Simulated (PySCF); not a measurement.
# Two-photon absorption: `Br/C1=C\CCCCCC1`, C8H13Br

Molfile (atoms numbered from 1):
```
C8H13Br
     RDKit          3D

 22 22  0  0  0  0  0  0  0  0999 V2000
    0.5753    1.3592   -1.7977 Br  0  0  0  0  0  0  0  0  0  0  0  0
    0.5556    0.8033    0.0271 C   0  0  0  0  0  0  0  0  0  0  0  0
    1.5246    0.0352    0.5356 C   0  0  0  0  0  0  0  0  0  0  0  0
    2.3970   -0.8830   -0.2367 C   0  0  0  0  0  0  0  0  0  0  0  0
    1.6221   -2.2222   -0.2856 C   0  0  0  0  0  0  0  0  0  0  0  0
    0.1381   -2.1226   -0.6832 C   0  0  0  0  0  0  0  0  0  0  0  0
   -0.8888   -1.6906    0.4000 C   0  0  0  0  0  0  0  0  0  0  0  0
   -1.5945   -0.3330    0.2431 C   0  0  0  0  0  0  0  0  0  0  0  0
   -0.7773    0.9007    0.6851 C   0  0  0  0  0  0  0  0  0  0  0  0
    1.4015   -0.2043    1.5999 H   0  0  0  0  0  0  0  0  0  0  0  0
    3.3841   -1.0386    0.2261 H   0  0  0  0  0  0  0  0  0  0  0  0
    2.5573   -0.5008   -1.2561 H   0  0  0  0  0  0  0  0  0  0  0  0
    1.6930   -2.7135    0.7015 H   0  0  0  0  0  0  0  0  0  0  0  0
    2.1380   -2.8948   -0.9915 H   0  0  0  0  0  0  0  0  0  0  0  0
   -0.1557   -3.1240   -1.0368 H   0  0  0  0  0  0  0  0  0  0  0  0
    0.0438   -1.4692   -1.5666 H   0  0  0  0  0  0  0  0  0  0  0  0
   -0.4216   -1.7446    1.3994 H   0  0  0  0  0  0  0  0  0  0  0  0
   -1.6864   -2.4508    0.4243 H   0  0  0  0  0  0  0  0  0  0  0  0
   -1.8896   -0.2002   -0.8119 H   0  0  0  0  0  0  0  0  0  0  0  0
   -2.5338   -0.3475    0.8209 H   0  0  0  0  0  0  0  0  0  0  0  0
   -0.6286    0.8693    1.7779 H   0  0  0  0  0  0  0  0  0  0  0  0
   -1.3161    1.8293    0.4441 H   0  0  0  0  0  0  0  0  0  0  0  0
  1  2  1  0
  2  3  2  0
  3  4  1  0
  4  5  1  0
  5  6  1  0
  6  7  1  0
  7  8  1  0
  8  9  1  0
  9  2  1  0
  3 10  1  0
  4 11  1  0
  4 12  1  0
  5 13  1  0
  5 14  1  0
  6 15  1  0
  6 16  1  0
  7 17  1  0
  7 18  1  0
  8 19  1  0
  8 20  1  0
  9 21  1  0
  9 22  1  0
M  END
```

The calculation used TDDFT CAM-B3LYP/def2-SVPD excited states, vertical, gas phase in PySCF 2.14.0. Geometry: PBE0-D3(BJ)/def2-SVP.

The calculation is non-relativistic, which matters for the atoms heavier than Zn.

Question: Give the one- and two-photon strengths of the lowest singlets.

Answer: δ for parallel linear polarisation; σ at the peak of a Lorentzian of half width 0.1 eV, single beam; Ω is circular over linear.
```
state  E (eV)      f  photon λ (nm)  δ (au)  σ (GM)     Ω                                  main
   S1    5.40  0.008            459    10.9    0.12  1.40      HOMO→LUMO 0.47, HOMO→LUMO+1 0.33
   S2    5.96  0.184            416    7.21    0.09  1.16      HOMO→LUMO+1 0.46, HOMO→LUMO 0.45
   S3    6.61  0.003            375    6.34    0.10  1.47  HOMO−1→LUMO 0.42, HOMO−1→LUMO+1 0.36
   S4    6.80  0.001            364     145    2.46  0.57    HOMO→LUMO+2 0.45, HOMO→LUMO+5 0.20
   S5    6.84  0.008            362    16.9    0.29  0.56  HOMO−1→LUMO 0.44, HOMO−1→LUMO+1 0.41
   S6    7.02  0.063            353    25.6    0.46  1.39    HOMO→LUMO+3 0.46, HOMO→LUMO+4 0.19
```

Among these, the strongest one-photon state is S2, the strongest two-photon state S4, with a dipole change of 3.0 D (relaxed, norm of the difference vector).
